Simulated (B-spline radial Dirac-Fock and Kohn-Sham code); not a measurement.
## What relativity does to the binding energies of Rh²¹⁺

System: Rh²¹⁺, configuration [Ar] 3d6.

Both columns are ΔSCF binding energies of the configuration average from an atomic code on a B-spline grid: non-relativistic Hartree-Fock with a point nucleus, and Dirac-Fock with a finite nucleus and the Coulomb interaction alone, averaged over the two j levels with weights 2j+1.

| shell | Hartree-Fock (eV) | Dirac-Fock (eV) | shift (eV) | shift (%) |
| --- | --- | --- | --- | --- |
| 1s | 23395.2 | 24059.6 | +664.37 | +2.84 |
| 2s | 4017.2 | 4180.0 | +162.75 | +4.05 |
| 2p | 3768.8 | 3816.1 | +47.27 | +1.25 |
| 3s | 1255.9 | 1294.0 | +38.13 | +3.04 |
| 3p | 1155.8 | 1169.1 | +13.27 | +1.15 |
| 3d | 993.7 | 991.3 | -2.46 | -0.25 |

Relativity binds 1s, 2s, 2p, 3s, 3p more strongly, among those listed most of all 2s in relative terms, and 3d more weakly, because the contracted s and p shells screen the nucleus better.

Values without a named source are computed, but for edge energies of neutral atoms, which are taken from tables.
